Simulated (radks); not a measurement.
Initial-state core-level shifts of neutral zirconium when its valence configuration changes from [Kr] 4d2 5s2. All-electron calculation, Dirac Kohn-Sham, LDA (Slater exchange, Perdew-Wang correlation), spin-unpolarised, spherical densities, finite nucleus; open shells fill j = l - 1/2 first; Fermi nuclear charge, rms radius 4.2694 fm. Program: a radial shooting solver on a logarithmic mesh with Libxc functionals. Shifts are changes of the shell-averaged eigenvalues in eV (positive: less bound); the change of the density at the nucleus, which sets a Mossbauer isomer shift, is in e/bohr^3, on a base of 7.441e+04.

valence,2p,3s,3p,4s,density at nucleus
4d3 5s1,+2.248,+2.222,+2.222,+2.076,-11.276
4d4,+3.734,+3.702,+3.704,+3.497,-20.101
5s2 5p2,-9.062,-8.894,-8.892,-8.051,+12.287
4d1 5s2 5p1,-4.232,-4.176,-4.175,-3.864,+5.555
4d3 5p1,+1.182,+1.143,+1.144,+0.983,-19.531
4d2 5s1 5p1,-1.178,-1.187,-1.186,-1.180,-8.573
4d2.5 5s1.5,+1.222,+1.205,+1.206,+1.119,-6.012
4d1.5 5s2 5p0.5,-2.030,-2.008,-2.008,-1.878,+2.602
4d2 5p2,-2.263,-2.284,-2.282,-2.266,-18.242
